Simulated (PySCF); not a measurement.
# Spin-rotation constants: `[PH3]->[Al]([Cl])([Cl])[Cl]`, AlCl$_{3}$H$_{3}$P

Geometry (Å), atoms numbered from 1 in this order:
```xyz
8

Al   -0.006    0.011   -1.473
P     0.000   -0.002    1.138
H     0.673    0.970    1.852
H     0.525   -1.082    1.822
H    -1.178    0.072    1.856
Cl    2.026   -0.027   -1.728
Cl   -0.989    1.788   -1.731
Cl   -1.051   -1.730   -1.735
```

Method: PySCF 2.14.0, GIAO B3LYP/def2-SVP magnetisability, rotational g tensor and spin-rotation constants, non-relativistic, gas phase. Geometry: GFN2-xTB.

Give the nuclear spin-rotation constants along the inertial axes (H = +C I·J) beside the isotropic shieldings.

Rotational constants 1.1568, 1.1346, 1.1341 GHz.
```
atom  isotope  Caa (kHz)  Cbb (kHz)  Ccc (kHz)  mean (kHz)  σ (ppm)
 Al1     27Al      0.671      0.512      0.512       0.565    476.7
  P2      31P      1.069      0.965      0.965       1.000    604.8
  H3       1H     -0.093     -0.072     -0.072      -0.079     29.4
  H4       1H     -0.070     -0.084     -0.084      -0.079     29.4
  H5       1H     -0.101     -0.068     -0.068      -0.079     29.4
 Cl6     35Cl      0.180      0.129      0.128       0.146    929.8
 Cl7     35Cl      0.171      0.132      0.132       0.145    930.9
 Cl8     35Cl      0.179      0.129      0.129       0.145    930.1
```
Where two moments of inertia are equal or nearly so, the constants along those axes are given as their average.
For the geometry as given, no vibrational averaging.
